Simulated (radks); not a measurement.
Question: Species: neutral silicon. Configuration: [Ne] 3s2 3p(up 1.5, down 0.5) (fractional occupations, a model configuration). Method: scalar-relativistic Kohn-Sham, BLYP, spin-polarised, spherical densities, finite nucleus; Fermi nuclear charge, rms radius 3.1224 fm; computed with a radial shooting solver on a logarithmic mesh with Libxc functionals. Some entries of the table are withheld. Estimate them.

| orbital | occ. | eigenvalue (eV) | <r> (bohr) | <r^2> (bohr^2) |
|---|---|---|---|---|
| 1s up | 1 | -1787.159 | 0.1113 | 0.01668 |
| 1s down | 1 | -1787.081 | 0.1113 | 0.01668 |
| 2s up | 1 | -139.2633 | 0.5686 | 0.3867 |
| 2s down | 1 | -139.1840 | 0.5686 | 0.3867 |
| 2p up | 3 | (1) | 0.5379 | 0.3656 |
| 2p down | 3 | (2) | 0.5379 | 0.3655 |
| 3s up | 1 | (3) | 2.150 | 5.393 |
| 3s down | 1 | (4) | 2.160 | 5.463 |
| 3p up | 1.5 | -4.1955 | 2.776 | 9.289 |
| 3p down | 0.5 | -3.5483 | 2.874 | 10.07 |

Answer: 
(1) 2p up eigenvalue (eV): -95.5395
(2) 2p down eigenvalue (eV): -95.4324
(3) 3s up eigenvalue (eV): -10.9842
(4) 3s down eigenvalue (eV): -10.2520
